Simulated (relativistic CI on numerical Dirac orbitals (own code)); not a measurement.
**Slater and spin-orbit integrals, Rh XXXIX**

These numbers are calculated, not measured: Dirac-Coulomb-Breit CI, separate exchange-only KLI orbitals for each configuration, a model potential for QED, unscaled Slater integrals (own radial code, finite nucleus).

Slater integrals F^k, G^k are unscaled and averaged over j, outside the closed core 1s2; ζ comes from projecting the Hamiltonian with its Breit term on Σ l·s of the shell.

- 2s2 2p3: F^2(2p,2p) = 813290, ζ(2p) = 838540 cm⁻¹; <r>(2p) = 0.117, <r^2>(2p) = 0.01659 (bohr units).
- 2s 2p4: F^2(2p,2p) = 811820, G^1(2s,2p) = 864230, ζ(2p) = 834230 cm⁻¹; <r>(2s) = 0.1356, <r^2>(2s) = 0.02163, <r>(2p) = 0.1172, <r^2>(2p) = 0.01664 (bohr units).
- 2p5: ζ(2p) = 830010 cm⁻¹; <r>(2p) = 0.1175, <r^2>(2p) = 0.01672 (bohr units).

Averages of the first 10 configurations, taken without configuration mixing, which lowers the lowest level and can move excited configurations by several eV; other configurations of the list can lie among them:

```
Configuration  Parity  States  Average energy above the lowest level (eV)
      2s2 2p3     odd      20                                       156.7
       2s 2p4    even      30                                       444.0
          2p5     odd       6                                       766.3
       2p4 3s    even      30                                      3860.5
       2p4 3p     odd      90                                      3941.3
       2p4 3d    even     150                                      4021.3
   2s2 2p2 3s    even      30                                      3296.9
   2s2 2p2 3p     odd      90                                      3383.2
   2s2 2p2 3d    even     150                                      3463.6
    2s 2p3 3s     odd      80                                      3561.0
```
